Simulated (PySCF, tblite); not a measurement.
Isomers of C6H13OP. Method: GFN2-xTB as coded in tblite; computed harmonic values from a numerical Hessian at the method's own geometry, unscaled. This tight-binding method is rough: wavenumbers can miss measured ones by several per cent, in bad cases by 10 to 20. Modes of hydrogen on phosphorus can be 10 to 20 % off. One conformer each.

Electronic energies: PBE0/pcSseg-1 single points on the GFN2-xTB geometries (PySCF, gas phase).

| SMILES | electronic energy, lowest = 0 (kcal/mol) |
| --- | --- |
| C[C@@H]1C[C@@H](C)[P@H](=O)C1 | 0.0 |
| CC[C@@H]1[C@H](C)[P@@]1(C)=O | 22.3 |
| C[C@@H]1CC[P@@H](=O)[C@@H]1C | 0.5 |

**Question.** How do GFN2-xTB zero-point energies change the relative energies?

**Answer.** 
```json
{"SMILES": "C[C@@H]1C[C@@H](C)[P@H](=O)C1", "ZPE (kcal/mol)": "112.8", "of it from modes above 1550 cm⁻¹": "54.6", "electronic (kcal/mol)": "0.0", "with ZPE, lowest = 0 (kcal/mol)": "0.0", "lowest mode (cm⁻¹)": "64", "rings": "1"}
{"SMILES": "C[C@@H]1CC[P@@H](=O)[C@@H]1C", "ZPE (kcal/mol)": "112.9", "of it from modes above 1550 cm⁻¹": "54.6", "electronic (kcal/mol)": "0.5", "with ZPE, lowest = 0 (kcal/mol)": "0.5", "lowest mode (cm⁻¹)": "44", "rings": "1"}
{"SMILES": "CC[C@@H]1[C@H](C)[P@@]1(C)=O", "ZPE (kcal/mol)": "111.5", "of it from modes above 1550 cm⁻¹": "56.0", "electronic (kcal/mol)": "22.3", "with ZPE, lowest = 0 (kcal/mol)": "21.0", "lowest mode (cm⁻¹)": "62", "rings": "1"}
```

The zero-point energies span 1.4 kcal/mol, from `CC[C@@H]1[C@H](C)[P@@]1(C)=O` to `C[C@@H]1CC[P@@H](=O)[C@@H]1C`. The order is unchanged.

**Question.** And how do the electronic energies of GFN2-xTB itself compare?

**Answer.** `C[C@@H]1C[C@@H](C)[P@H](=O)C1` 0.0; `C[C@@H]1CC[P@@H](=O)[C@@H]1C` 1.1; `CC[C@@H]1[C@H](C)[P@@]1(C)=O` 39.1 kcal/mol, lowest = 0. Against the energies above, taken from the same isomer `C[C@@H]1C[C@@H](C)[P@H](=O)C1`, the largest difference is 16.8 kcal/mol.

**Question.** What do entropy and thermal enthalpy add at 298.15 K and 1 bar (rigid rotor, harmonic oscillator, one conformer each)?

**Answer.** 
```json
{"SMILES": "C[C@@H]1C[C@@H](C)[P@H](=O)C1", "point group": "C1", "symmetry number": "1", "S (cal/(mol K))": "92.3", "H − H(0) (kcal/mol)": "6.34", "ZPE + H − H(0) − TS (kcal/mol)": "91.7"}
{"SMILES": "C[C@@H]1CC[P@@H](=O)[C@@H]1C", "point group": "C1", "symmetry number": "1", "S (cal/(mol K))": "92.8", "H − H(0) (kcal/mol)": "6.35", "ZPE + H − H(0) − TS (kcal/mol)": "91.5"}
{"SMILES": "CC[C@@H]1[C@H](C)[P@@]1(C)=O", "point group": "C1", "symmetry number": "1", "S (cal/(mol K))": "100.7", "H − H(0) (kcal/mol)": "7.40", "ZPE + H − H(0) − TS (kcal/mol)": "88.9"}
```
